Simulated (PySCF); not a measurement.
## F4Ge2O2: core ionisation energies

Compound: cyclo-(F2GeO)2.
Bonds: Ge1–F2, Ge1–F3, Ge1–O4, Ge1–O8, O4–Ge5, Ge5–F6, Ge5–F7, Ge5–O8.

The calculation used delta-SCF UKS SCAN, pcX-2 on the ionised atom, pcseg-1 elsewhere, spin-free X2C in PySCF 2.14.0. Vertical ΔSCF values, vacuum level as zero.

**Question.** What binding energy does each computed site have?

**Answer.** 
| atom(s) | bonded to | level | binding energy (eV) | count |
| --- | --- | --- | --- | --- |
| F2/F3/F6/F7 | Ge | F 1s | 693.36 | 4 |
| O4/O8 | 2 Ge | O 1s | 539.34 | 2 |

**Question.** Which effective nuclear charge Zeff reproduces each element's mean 1s value in the hydrogen-like formula E = 13.606 eV × Zeff²?

**Answer.** O (Z = 8): mean 539.3 eV, Zeff = 6.30, Z − Zeff = 1.70; F (Z = 9): mean 693.4 eV, Zeff = 7.14, Z − Zeff = 1.86. Means run over the listed sites, weighted by atom count.

Atoms equivalent by their bonding share one computed value, that of the first of them. No level of germanium is listed. Isolated species at its PBE0-D3(BJ)/def2-SVP geometry (one conformer only).
